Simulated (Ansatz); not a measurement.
Isolated molecules relaxed with PBE0-D4/def2-TZVP in Ansatz; ΔE leaves out vibrations. CBS: MP2 limit from def2 TZ/QZ plus the TZ coupled-cluster correction, frozen cores. This one scheme is used for every species. DFT in def2-TZVPP. Elements past krypton have def2 core potentials. For Sn outer-core shells are correlated without core-valence functions, which leaves a few kJ/mol of doubt a bond. Each species was taken in one conformer, which may not be the lowest.

Reaction (ligand exchange at the Sn–O bond): `C[O][SnH3]` + `CSS` → `CS[S][SnH3]` + CH₃OH

`C[O][SnH3]`:

```xyz
9

C     1.400   -0.403    0.000
O     0.556    0.661   -0.349
Sn   -1.379    0.487   -0.039
H     2.429   -0.122   -0.246
H     1.167   -1.326   -0.550
H     1.367   -0.634    1.075
H    -1.921   -0.861   -0.938
H    -2.013    1.963   -0.590
H    -1.607    0.237    1.637
```

`CSS`:

```xyz
7

C     0.282    0.126    0.920
S     0.773   -0.748   -0.578
S    -0.254    0.232   -2.038
H    -0.776   -0.024    1.133
H     0.505    1.189    0.837
H     0.876   -0.306    1.728
H    -1.407   -0.468   -2.001
```

`CS[S][SnH3]`:

```xyz
10

C    -1.627   -0.817    0.867
S     0.098   -1.254    1.138
S     0.998    0.589    1.282
Sn    1.536    0.888   -1.056
H    -1.751   -0.274   -0.070
H    -2.173   -1.762    0.810
H    -2.010   -0.227    1.699
H     2.671   -0.303   -1.493
H     0.087    0.697   -1.937
H     2.170    2.462   -1.241
```

CH₃OH:

Cartesian coordinates in Å:
```
C -0.014 -0.296 -0.198
O 0.586 0.732 0.556
H 0.787 -0.951 -0.540
H -0.542 0.087 -1.081
H -0.715 -0.896 0.396
H -0.102 1.324 0.867
```

Question: Is it downhill or uphill in electronic energy at CCSD(T)/CBS, and by how much? (An estimate is asked.)

Answer: Computed: Downhill: ΔE = -50.1 kJ/mol.

Question: What do these levels give: BLYP-D4, B97M-V, PBE0-D4, r2SCANh-D4, r2SCAN0-D4, BHLYP-D4, r2SCAN0, HF/def2-SVP, CCSD/def2-SVP, CCSD(T)/def2-SVP, HF/def2-QZVPP, MP2/CBS(def2)? (Estimate.)

Answer: Computed: BLYP-D4 -45.2, B97M-V -42.9, PBE0-D4 -56.0, r2SCANh-D4 -49.9, r2SCAN0-D4 -52.6, BHLYP-D4 -51.5, r2SCAN0 -51.3, HF/def2-SVP -51.1, CCSD/def2-SVP -46.5, CCSD(T)/def2-SVP -47.0, HF/def2-QZVPP -40.4, MP2/CBS(def2) -54.8 kJ/mol.

Largest T1 diagnostic among the species: 0.013.

The D4 term adds −6.2 kJ/mol with B3LYP and −3.5 kJ/mol with PBE0; it sums over pairs of atoms, weighted by their polarisabilities, and B3LYP, whose exchange is more repulsive, gets the larger term. In def2-TZVPP, CCSD(T) changes the Hartree–Fock value by −4.7 kJ/mol (the triples alone add −1.3 kJ/mol) and MP2 by −9.5 kJ/mol. From PBE to PBE0 (25 % exact exchange), in def2-TZVPP and without D4, ΔE moves by −3.5 kJ/mol.

B3LYP here is the variant with VWN-RPA as its local correlation; programs differ in this.
